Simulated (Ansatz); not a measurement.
Reaction (redistribution): `C[SiH2]B(F)F` + `[CH3][Ga]([NH2])[OH]` → `FB(F)[SiH3]` + `C[O][Ga]([CH3])[NH2]`

Calculated with Ansatz (gas phase, PBE0-D4/def2-TZVP geometries, no zero-point term in ΔE). CCSD(T)/CBS adds triple-zeta CCSD(T) − MP2 to the extrapolated MP2 energy (def2 sets, frozen cores). Functionals use def2-TZVPP. For Ga outer-core shells are correlated without core-valence functions, which leaves a few kJ/mol of doubt a bond. Scalar relativity is left out up to krypton. One conformer a species, not always the lowest.

Q: Is it downhill or uphill in electronic energy at CCSD(T)/CBS, and by how much? (Best estimate.)

A: Computed: Uphill: ΔE = +101.9 kJ/mol.

Q: What do these levels give: r2SCAN-D4, PBE0, MP2/def2-TZVPP, SCS-MP2/def2-TZVPP, HF/CBS(def2), CCSD/CBS(def2)? (Estimate.)

A: Ansatz gave: r2SCAN-D4 100.4, PBE0 100.2, MP2/def2-TZVPP 105.3, SCS-MP2/def2-TZVPP 98.0, HF/CBS(def2) 87.4, CCSD/CBS(def2) 101.4 kJ/mol.

Largest T1 diagnostic among the species: 0.014.

In def2-TZVPP, CCSD(T) changes the Hartree–Fock value by +10.2 kJ/mol (the triples alone add +0.5 kJ/mol) and MP2 by +18.1 kJ/mol.
